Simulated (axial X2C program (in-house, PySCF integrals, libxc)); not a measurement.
# BrAsBr: properties at the nuclei

Computed with an in-house all-electron X2C program for linear molecules (integrals from PySCF): two-component X2C with atomic mean-field Coulomb and Gaunt terms, Gaussian nuclei, basis Br dyall-av3z, As dyall-v3z with contracted cores.

Br–As–Br held linear, with bonds 2.438 and 2.438 Å (near the PBE0 minimum at charge 0 of the determinant lowest at the starting distance; the state shown can have its own minimum elsewhere, held linear; other orders of the atoms were not compared).

Determinant lowest in the PBE0 search, Ω = 1/2 (⟨Sz⟩ = -0.50, ⟨Lz⟩ = 1.00 at PBE0), spin on the atoms Br 0.01, As -0.51, Br 0.01:

```json
{"level": "PBE0", "A∥/gI Br (MHz)": "537", "qzz Br (a.u.)": "0.85", "A∥/gI As (MHz)": "1980", "qzz As (a.u.)": "0.26"}
{"level": "HF", "A∥/gI Br (MHz)": "449", "qzz Br (a.u.)": "1.06", "A∥/gI As (MHz)": "2300", "qzz As (a.u.)": "0.35"}
{"level": "PBE", "A∥/gI Br (MHz)": "573", "qzz Br (a.u.)": "0.67", "A∥/gI As (MHz)": "1850", "qzz As (a.u.)": "0.32"}
```

Determinant 0.26 eV from it at PBE0 and this distance, Ω = 3/2 (⟨Sz⟩ = 0.50, ⟨Lz⟩ = 1.00 at PBE0), spin on the atoms Br 0.01, As 0.49, Br 0.01:

| level | A∥/gI Br (MHz) | qzz Br (a.u.) | A∥/gI As (MHz) | qzz As (a.u.) |
| --- | --- | --- | --- | --- |
| PBE0 | 147 | 0.84 | 204 | 0.05 |
| HF | 112 | 1.11 | 234 | 0.06 |
| PBE | 151 | 0.65 | 190 | 0.13 |

A∥ (defined per Ω) follows by multiplying with gI = μI/(I μN); qzz is the electric field gradient, eQq0 = 234.96 MHz × Q/barn × qzz. The operators were transformed with the bare-nucleus X2C matrices; with these basis sets, hyperfine constants and field gradients can be off by tens of per cent, and where levels differ in sign neither size nor sign is settled.

With gI(79Br) = 1.4043, Q(79Br) = 0.3087 barn, gI(75As) = 0.9597, Q(75As) = 0.311 barn (g factors from the IAEA table of nuclear moments by Stone; Q from Pyykkö, Mol. Phys. 2018), turn the PBE0 values of the first state into constants in MHz.

A∥(79Br) = 537 × 1.4043 = 754 MHz; eQq0(79Br) = 234.96 × (0.3087) × (0.85) = 61.7 MHz; A∥(75As) = 1980 × 0.9597 = 1900 MHz; eQq0(75As) = 234.96 × (0.311) × (0.26) = 19 MHz.

The molecule was held linear; bending was not examined, so a bent shape may lie lower.

Each state is one determinant with collinear spin. Unrestricted Hartree–Fock can overshoot spin polarisation at the nuclei. The search compared states at one distance, so a state with another bond length can lie lower. PBE0 term energies can be off by some tenths of an eV.
